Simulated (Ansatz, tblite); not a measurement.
Cost and result up the ladder for Li2Sn2⁻ (4 atoms). Total charge -1; doublet. Geometry: PBE-D4/def2-TZVPD.

```xyz
4

Li   -2.250   -0.383    0.895
Li    0.676   -0.859    1.027
Sn    2.115    0.502   -1.043
Sn   -0.541    0.740   -0.879
```

Ansatz on 4 threads of Arm Neoverse V2 on a shared host; xTB runs through tblite on one thread. Times are rough, summed over both states, and most runs start from the orbitals of an earlier one. RPA@PBE/def2-TZVPD serves as the yardstick here, not as an exact answer. The other state is a quartet at its own geometry.

In the def2 sets Sn takes a core potential; there is no spin–orbit coupling. The xTB rows come from tblite. Correlated methods freeze 8 core orbitals; core or outer-core shells of Li, Sn are correlated, in sets that lack core-valence functions. HOMO above LUMO, or a gap near zero within one spin, warns that the state may not be the lowest or that an electron is smeared out. The structure comes from a short search, and lower isomers may exist.

Run but left out: HF/STO-3G, HF/def2-TZVPD, r2SCAN0-D4/def2-TZVPD, PBE-QIDH/def2-TZVPD, MP2/def2-TZVPD, CCSD/def2-TZVPD, CCSD(T)/def2-TZVPD (doublet: ⟨S²⟩ 1.14 to 1.98, where a pure state has 0.75).

Correlated methods converge slowly with the basis.

xTB has no spin-polarisation term.

| level | functions | wall time | quartet − doublet (eV) | difference from RPA@PBE/def2-TZVPD (eV) | remarks |
| --- | --- | --- | --- | --- | --- |
| GFN1-xTB | 26 | 0.006 s | 2.51 | 1.58 | – |
| GFN2-xTB | 26 | 0.009 s | 2.11 | 1.18 | – |
| LDA (SPW92)/def2-TZVPD | 146 | 3.7 s | 1.11 | 0.18 | HOMO above zero (doublet), HOMO above zero (quartet), gap within one spin near zero (quartet) |
| PBE-D4/def2-TZVPD | 146 | 7.1 s | 0.91 | -0.02 | HOMO above zero (doublet), HOMO above zero (quartet) |
| BLYP-D4/def2-TZVPD | 146 | 9.5 s | 0.94 | 0.01 | HOMO above zero (doublet), HOMO above zero (quartet) |
| RPA@PBE/def2-TZVPD | 146 | 12 s | 0.93 | 0.00 | – |
| PBE0-D4/def2-TZVPD | 146 | 15 s | 0.85 | -0.09 | HOMO above zero (quartet), spin-contaminated (⟨S²⟩ 0.87) (doublet) |
| BHLYP-D4/def2-TZVPD | 146 | 20 s | 0.81 | -0.12 | spin-contaminated (⟨S²⟩ 0.96) (doublet) |
| r2SCAN-D4/def2-TZVPD (with forces) | 146 | 26 s | 0.89 | -0.04 | HOMO above zero (doublet), HOMO above zero (quartet), spin-contaminated (⟨S²⟩ 0.92) (doublet) |
